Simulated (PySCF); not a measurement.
Magnetic shielding above rings: a mixed set.

Probes without a nucleus sit at each ring's centroid and 1 Å off its mean plane on both sides; NICS is minus the shielding there, NICSzz its component along the normal. Level: GIAO PBE0/pcSseg-1 (PySCF, non-relativistic, gas phase) on the GFN2-xTB geometries, one conformer each. Atom numbers follow the mapped SMILES.

**Question.** Order these rings by mean NICS(1)zz, lowest (most negative) first (ppm).
A. ring C6–C7–C8–C9 in `[F:1][C:2]1([F:3])[CH2:4][CH2:5][C@H:6]2[CH2:7][C@@H:8]1[CH2:9]2`
B. ring C4–C5–C6–C7–C8 in `[CH3:1][C:2](=[S:3])[c-:4]1[cH:5][cH:6][cH:7][cH:8]1` (charge -1)
C. ring C3–C4–C5–P6–C8 in `[CH2:1]=[CH:2][C:3]1=[CH:4][CH2:5][P@H:6](=[O:7])[CH2:8]1`
D. ring C2–C3–C8 in `[F:1][C@@H:2]1[C@@H:3]2[CH2:4][CH2:5][C@H:6]([F:7])[C@H:8]12`
E. ring C2–N3–N4–C5–O8 in `[CH3:1][c:2]1[n:3][n:4][c:5]([CH:6]=[O:7])[o:8]1`
F. ring C2–C3–C4–C8 in `[CH2:1]=[C:2]1[CH2:3][CH:4]([CH:5]([F:6])[F:7])[CH2:8]1`
G. ring C4–C5–C6–C7–C10 in `[CH2:1]=[C:2]([CH3:3])[C:4]1=[CH:5][CH:6]=[C:7]([C:8]#[N:9])[C:10]1=[CH2:11]`

**Answer.** E (-26.7), D (-20.9), B (-17.4), G (-4.9), A (-2.9), C (-1.1), F (2.9).

```json
{"SMILES": "Cc1nnc(C=O)o1", "ring": "5-membered ring with 2 N and O; formal bonds all aromatic", "NICS(0)": "-9.6", "NICS(1)": "-10.8", "NICS(1)zz": "-26.7", "HOMA": "0.51", "rms pucker (Å)": "0.00", "ring atoms with four or more neighbours": "0"}
{"SMILES": "F[C@@H]1[C@@H]2CC[C@H](F)[C@H]12", "ring": "3-membered carbocycle; formal bonds all single", "NICS(0)": "-37.9", "NICS(1)": "-8.2", "NICS(1)zz": "-20.9", "HOMA": "–", "rms pucker (Å)": "0.00", "ring atoms with four or more neighbours": "3"}
{"SMILES": "CC(=S)[c-]1cccc1", "ring": "5-membered carbocycle; formal bonds all aromatic", "NICS(0)": "-6.8", "NICS(1)": "-7.8", "NICS(1)zz": "-17.4", "HOMA": "0.67", "rms pucker (Å)": "0.00", "ring atoms with four or more neighbours": "0"}
{"SMILES": "C=C(C)C1=CC=C(C#N)C1=C", "ring": "5-membered carbocycle; formal bonds 2 double, 3 single", "NICS(0)": "-1.0", "NICS(1)": "-4.4", "NICS(1)zz": "-4.9", "HOMA": "0.08", "rms pucker (Å)": "0.01", "ring atoms with four or more neighbours": "0"}
{"SMILES": "FC1(F)CC[C@H]2C[C@@H]1C2", "ring": "4-membered carbocycle; formal bonds all single", "NICS(0)": "-3.9", "NICS(1)": "-2.2", "NICS(1)zz": "-2.9", "HOMA": "–", "rms pucker (Å)": "0.17", "ring atoms with four or more neighbours": "4"}
{"SMILES": "C=CC1=CC[P@H](=O)C1", "ring": "5-membered ring with P; formal bonds 1 double, 4 single", "NICS(0)": "-3.0", "NICS(1)": "-3.7", "NICS(1)zz": "-1.1", "HOMA": "–", "rms pucker (Å)": "0.14", "ring atoms with four or more neighbours": "3"}
{"SMILES": "C=C1CC(C(F)F)C1", "ring": "4-membered carbocycle; formal bonds all single", "NICS(0)": "3.5", "NICS(1)": "-0.6", "NICS(1)zz": "2.9", "HOMA": "–", "rms pucker (Å)": "0.01", "ring atoms with four or more neighbours": "3"}
```

NICS(0) gives another order. The isotropic NICS(1) gives another order. HOMA uses Krygowski's 1993 parameters; it is left out where a ring has a four-coordinate atom, a triple bond, no multiple bond or a kind of bond without parameters. NICS(1) and NICS(1)zz are means over the two faces.
